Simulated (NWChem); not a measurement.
**Atomisation of C$_{2}$H$_{7}$N$_{2}$**

```xyz
11

N      1.5275    -0.2578     0.2176
C      0.6349     0.7250    -0.2105
C     -0.7307     0.2461    -0.5844
N     -1.2636    -0.6164     0.4851
H      1.0287    -0.9967     0.7327
H      2.3537     0.0762     0.7207
H      1.0628     1.6111    -0.7068
H     -1.3664     1.1279    -0.8483
H     -0.7028    -0.3934    -1.5086
H     -1.5328    -0.0354     1.2909
H     -2.1155    -1.0969     0.1701
```
Charge 0, spin multiplicity 2.

The numbers come from NWChem runs, not from measurements. All single points use one geometry, from UPBE/def2-SVP, a minimum by its harmonic frequencies. It is one conformer; others weren't searched.

Basis set: def2-TZVP. The atomisation energy is electronic alone: no zero-point, thermal, spin-orbit or counterpoise terms. No value is extrapolated to the basis-set limit. Free atoms are single determinants with multiplicities N 4, C 3, H 2.

B3LYP has NWChem's definition, with VWN1-RPA local correlation. The structure started from a generated list of species. The stability of the SCF solutions was not checked. Open-shell Hartree-Fock references start from PBE0 orbitals.

Order these methods by the atomisation energy they give, lowest first: B3LYP, PBE0, r2SCAN, LDA (SVWN5), HF.

HF (651.7 kcal/mol), r2SCAN (943.9 kcal/mol), B3LYP (946.1 kcal/mol), PBE0 (949.5 kcal/mol), LDA (SVWN5) (1097.0 kcal/mol)
